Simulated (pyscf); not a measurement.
**H₃C–SnH₂–OH (SMILES [CH3][SnH2][OH]), singlet**

Gas-phase minimum from PySCF at ωB97X-D3(BJ)/def2-SVP, one conformer. 

```
Sn
O 1 1.9915
H 2 0.9638 1 113.23
H 1 1.7160 2 108.44 3 61.87
H 1 1.7161 4 110.26 2 118.65
C 1 2.1277 4 112.86 5 127.43
H 6 1.0993 1 109.76 4 -175.21
H 6 1.0995 7 108.91 1 119.59
H 6 1.0999 7 109.06 8 118.92
```

Properties at ωB97X-D3(BJ)/def2-SVP:

```yaml
harmonic_wavenumbers_unscaled: 45, 153, 158, 385, 541, 560, 620, 641, 736, 788, 797, 842, 1246, 1444, 1447, 1943, 1953, 3085, 3197, 3203, 3910 cm⁻¹
zero_point_energy: 39.6 kcal/mol
rotational_symmetry_number: 1
Entropy of this conformer at 298 K and 1 atm, rigid rotor and harmonic oscillator, modes under 100 cm⁻¹ raised to 100: 328.1 J/(mol K)
dipole_moment: 1.47 D
```

Single-point totals, which compare only within one level (frozen core for MP2 and CC):

```csv
level,total energy (hartree)
ωB97X-D3(BJ)/def2-TZVP,-331.41219
PBE/def2-TZVP,-331.13941
r²SCAN/def2-TZVP,-331.30401
B3LYP-D3(BJ)/def2-TZVP,-331.37901
PBE0-D3(BJ)/def2-TZVP,-331.16351
M06-2X/def2-TZVP,-331.16457
ωB97M-D3(BJ)/def2-TZVP,-331.34929
HF/def2-TZVPP,-329.62425
MP2/def2-TZVPP,-330.38853
CCSD/def2-TZVPP,-330.40828
CCSD(T)/def2-TZVPP,-330.43389
```

The lowest mode is so soft that the shape along it may change with the basis. Soft torsions are taken as harmonic, which can shift the entropy by several J/(mol K). The CCSD(T) − MP2 part came from Ansatz, without density fitting, on the same reference. The frozen core leaves the outer d or s,p core shells of the metals and heavy elements correlated in the MP2 and CC values, and def2-TZVPP describes them poorly, so these totals are far from the basis limit. Elements past Kr carry the def2 core potentials, without spin-orbit coupling.
